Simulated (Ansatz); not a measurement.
C3H6OSi (`C[SiH]1C=CO1`). The species carries charge 0 and has multiplicity 1.

```xyz
11

C     1.426    0.851   -0.647
Si   -0.340    0.362   -0.385
C    -0.810   -1.354    0.058
C    -1.120   -0.798    1.242
O    -0.853    0.554    1.244
H     1.748    0.585   -1.658
H     2.078    0.346    0.069
H     1.547    1.932   -0.533
H    -1.231    1.113   -1.306
H    -0.914   -2.381   -0.245
H    -1.532   -1.210    2.161
```

(1) Give the diagnostics of a CCSD(T)/def2-TZVPP run (frozen core, the Gaussian-basis code of Ansatz). (An estimate is asked.)

## Answers

(1) Ansatz gave: T1 = 0.0131, largest single amplitude 0.016, largest double 0.048, (T) share of the correlation energy 4.2 %, 9 CCSD cycles. The RHF solution is stable towards an unrestricted one. T1 lies under the customary mark of 0.02 for closed shells.
